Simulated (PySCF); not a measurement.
**Os²⁺ (osmium, charge +2) across methods**

[Xe] 4f14 5d6, high-spin 5D determinant. Computed with PySCF 2.14 in def2-TZVPPD with the def2 core potential (60 electrons) (6s5p3d2f1g, 59 functions), with scalar relativity through the core potential.

```json
{"method": "B97-3", "E (hartree)": "-89.6420", "mean ε 5p β (eV)": "-68.348", "mean ε 5d α (eV)": "-25.642", "mean ε 5d β (eV)": "-23.145", "Σ⟨r²⟩ (bohr²)": "31.97", "⟨S²⟩": "6.001"}
{"method": "LDA", "E (hartree)": "-89.4129", "mean ε 5p β (eV)": "-65.608", "mean ε 5d α (eV)": "-24.252", "mean ε 5d β (eV)": "-21.705", "Σ⟨r²⟩ (bohr²)": "32.49", "⟨S²⟩": "6.001"}
{"method": "PBE", "E (hartree)": "-89.6431", "mean ε 5p β (eV)": "-65.539", "mean ε 5d α (eV)": "-24.139", "mean ε 5d β (eV)": "-21.642", "Σ⟨r²⟩ (bohr²)": "32.26", "⟨S²⟩": "6.001"}
{"method": "LC-wPBE", "E (hartree)": "-89.6535", "mean ε 5p β (eV)": "-70.691", "mean ε 5d α (eV)": "-28.479", "mean ε 5d β (eV)": "-25.885", "Σ⟨r²⟩ (bohr²)": "31.96", "⟨S²⟩": "6.002"}
{"method": "revPBE", "E (hartree)": "-89.6966", "mean ε 5p β (eV)": "-65.521", "mean ε 5d α (eV)": "-24.091", "mean ε 5d β (eV)": "-21.624", "Σ⟨r²⟩ (bohr²)": "32.20", "⟨S²⟩": "6.001"}
{"method": "UHF", "E (hartree)": "-89.01139", "mean ε 5p β (eV)": "-74.300", "mean ε 5d α (eV)": "-29.863", "mean ε 5d β (eV)": "-26.143", "Σ⟨r²⟩ (bohr²)": "31.83", "⟨S²⟩": "6.004"}
{"method": "TPSS", "E (hartree)": "-89.6109", "mean ε 5p β (eV)": "-65.713", "mean ε 5d α (eV)": "-24.045", "mean ε 5d β (eV)": "-21.638", "Σ⟨r²⟩ (bohr²)": "32.17", "⟨S²⟩": "6.001"}
{"method": "r2SCAN", "E (hartree)": "-89.6604", "mean ε 5p β (eV)": "-66.300", "mean ε 5d α (eV)": "-24.484", "mean ε 5d β (eV)": "-21.654", "Σ⟨r²⟩ (bohr²)": "31.98", "⟨S²⟩": "6.002"}
```

(1) Estimate the same row for PBE0.

Energies and moments cover only the electrons outside the core potential. Spin-orbit coupling, absent here, splits the open shell strongly.

Answers

(1) E (hartree) = -89.6184; mean ε 5p β (eV) = -68.033; mean ε 5d α (eV) = -25.753; mean ε 5d β (eV) = -23.025; Σ⟨r²⟩ (bohr²) = 32.05; ⟨S²⟩ = 6.001.
